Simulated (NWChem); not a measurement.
Molecule: CH4GeO, singlet; SMILES C[O][GeH]

```xyz
7

Ge     0.0039    -0.8140     0.0000
H     -1.5810    -0.4700     0.0000
O      0.5311     0.8843     0.0000
C     -0.2417     2.0486     0.0000
H     -0.0077     2.6588     0.8893
H     -0.0077     2.6588    -0.8893
H     -1.3265     1.8325     0.0000
```
Atoms are numbered in this order, from 1.

Computed with NWChem. Low-valent species are run as closed-shell singlets; no triplet was tried in these runs. Structure relaxed at the PBE0/def2-SVP level. Total energies compare along this basis series because the functional is fixed.

| level | basis functions | energy (Ha) | highest occupied level (eV) | orbital gap (eV) | dipole (D) |
|---|---|---|---|---|---|
| PBE0/pcseg-1 | 75 | -2192.0592 | -6.92 | 4.68 | ? |
| PBE0/aug-pcseg-1 | 118 | -2192.0680 | -6.94 | 4.62 | 0.95 |
| PBE0/pcseg-2 | 159 | -2192.4090 | -6.91 | 4.65 | 0.93 |
| PBE0/STO-3G | 32 | -2166.8811 | -3.43 | 4.83 | 1.45 |
| PBE0/def2-SVP | 80 | -2191.9744 | -6.82 | 4.71 | 1.05 |

**Question.** What belongs in the gaps?

**Answer.** 
- PBE0/pcseg-1, dipole (D): 1.13
